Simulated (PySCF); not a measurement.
**Mg+: excitation energy**

Mg+ [Ne] 3s1 (2S) → Mg+ [Ne] 3p1 (2P), as a difference of total energies. Computed with PySCF 2.14 in aug-cc-pCVTZ-DK with one added diffuse shell each of s, p, d, f type (9s8p6d4f, 91 functions), with scalar relativity by spin-free X2C-1e. Correlated levels: nothing frozen. The calculations carry no spin-orbit coupling.

```json
{"method": "UHF", "excitation energy (cm⁻¹)": "34661"}
{"method": "MP2 (all electrons)", "excitation energy (cm⁻¹)": "35461"}
{"method": "SCS-MP2 (all electrons)", "excitation energy (cm⁻¹)": "35266"}
{"method": "CCSD (all electrons)", "excitation energy (cm⁻¹)": "35435"}
{"method": "CCSD(T) (all electrons)", "excitation energy (cm⁻¹)": "35467"}
```

Errors of the correlated levels include the incompleteness of this basis.

For comparison: 35730 cm⁻¹ (measured; NIST levels, between the centres of gravity of the two terms).
